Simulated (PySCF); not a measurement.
**Calculated properties of Si(NMeEt)2H2, `[H][Si]([H])(N(C)CC)N(C)CC`**

Species: Si(NMeEt)2H2, C6H18N2Si.
Bonds: Si1–N2, Si1–N14, N2–C3, N2–C4, C4–C5, N14–C15, N14–C16, C16–C17. Hydrogens: H26, H27 on Si1; H6, H7, H8 on C3; H9, H10 on C4; H11, H12, H13 on C5; H18, H19, H20 on C15; H21, H22 on C16; H23, H24, H25 on C17.

PBE0-D3(BJ)/def2-SVP geometry optimisation, gas phase (PySCF):

| Property | Result |
| --- | --- |
| Point group | C2 |
| Rotational constants A, B, C | 3.020, 0.623, 0.592 GHz |

CAM-B3LYP/def2-SVPD ground state and vertical TDDFT (core frozen in the response) (PySCF):

| Quantity | Value |
| --- | --- |
| Dipole moment | 0.75 D |
| HOMO energy | -7.58 eV |
| LUMO energy | 1.26 eV |
| HOMO–LUMO gap | 8.84 eV |
| Lowest singlet excitation | 6.06 eV (204 nm, f = 0.028) |
| Strongest line among the 10 lowest singlet transitions | S7 at 6.99 eV (177 nm, f = 0.044) |
| Lowest triplet excitation (Tamm–Dancoff) | 5.96 eV |
| Static isotropic polarisability | 117.9 au |
| Electronic spatial extent ⟨r²⟩ about the centre of nuclear charge | 2145 bohr² |

KT2/pcSseg-1 ground state and GIAO shieldings, non-relativistic (PySCF):

| Property | Result |
| --- | --- |
| 13C chemical shifts (computed TMS as zero) by class | 51.2 (C4/C16), 33.6 (C3/C15), 16.8 (C5/C17) ppm |
| 1H chemical shifts (computed TMS as zero) by class | 5.04 (H26/H27), 3.07 (H9/H10/H21/H22), 2.60 (H6/H7/H8/H18/H19/H20), 1.01 (H11/H12/H13/H23/H24/H25) ppm |
| Isotropic shieldings of nuclei other than C and H, by class | 212 (N2/N14), 388 (Si1) ppm |

delta-SCF UKS SCAN, pcX-2 on the ionised atom, pcseg-1 elsewhere, spin-free X2C; 2p3/2 from a spin–orbit splitting computed afterwards within the 2p shell (PySCF):

| Item | Value |
| --- | --- |
| Core binding energies | Si2p3/2 106.3 (Si1), C1s 290.3 (C5/C17), C1s 291.1 (C3/C15), C1s 291.2 (C4/C16), N1s 403.8 (N2/N14), Si1s 1846.3 (Si1) eV |

Monoisotopic mass (most abundant isotopes): 146.1239 u.

The vertical singlet–triplet gap S1 − T1 is 0.10 eV (TDDFT singlet less Tamm–Dancoff triplet; S1: HOMO→LUMO, weight 0.73; T1: HOMO→LUMO, weight 0.68). The 10 singlets span 6.06 to 7.09 eV, and their oscillator strengths add up to 0.17. Point group C2 permits a dipole; with 0.75 D the species has a pure rotational spectrum. The principal polarisabilities are 104.7, 110.6 and 138.5 au; their mean is the isotropic value. The polarisability is 17.48 Å³ as a volume (1 au = 0.148185 Å³), or 1.44 au for each of the 82 electrons. With B = h/(8π²I), that is 505.379 GHz u Å² over I, the principal moments of inertia are 167.4, 811.8 and 854.3 u Å² (most abundant isotopes); the inertial defect Ic − Ia − Ib is -124.9 u Å² (zero for a rigid planar frame, negative otherwise). S1 lies 2.78 eV below the HOMO–LUMO gap; its leading configuration is HOMO→LUMO, weight 0.73.

 NMR classes are plain means over equivalent atoms (diastereotopic ones count apart unless rotation or inversion swaps them), as if these changed places fast; in this geometry the members of some classes differ.

One conformer stands for the species.
